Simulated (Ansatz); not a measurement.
CuBr, closed-shell singlet (the spin of the measured ground state), most abundant isotopes (62.9296 and 78.9183 u). Constants from fifth-degree fits in 1/R to seven points on the lowest solution found; no spin–orbit coupling, no relativity up to Kr; ω_e x_e and α_e move by some per cent with the fit.

Correlated levels freeze the inner cores; with def2 sets outer-core shells near the valence are correlated too. CBS: X⁻³ extrapolation of the correlation energy, Hartree–Fock from the larger set.

Programs: Ansatz (an electronic-structure program). 

At CCSD(T)/CBS(def2-TZVPP, def2-QZVPP): B₀ = 0.10155 cm⁻¹, fundamental 308 cm⁻¹.

**Question.** Taking the state as ¹Σ, work out the ideal-gas entropy and heat capacity at 298.15 K and 1 bar (rigid rotor, harmonic oscillator at the fundamental, no nuclear spin).

**Answer.** 
Translation: S = R(1.5 ln M + 2.5 ln T − 1.1517) with M = 141.848 u gives 170.65 J/(mol K). Rotation: q = kT/(σhcB₀) = 2040.7 with σ = 1 and hc/k = 1.43878 cm K, S = R(ln q + 1) = 71.68. Vibration: u = hcν/kT = 1.486, S = R(u/(eᵘ − 1) − ln(1 − e⁻ᵘ)) = 5.75. Sum S° = 248.1 J/(mol K). C_p = 7R/2 + R u² eᵘ/(eᵘ − 1)² = 36.04 J/(mol K).
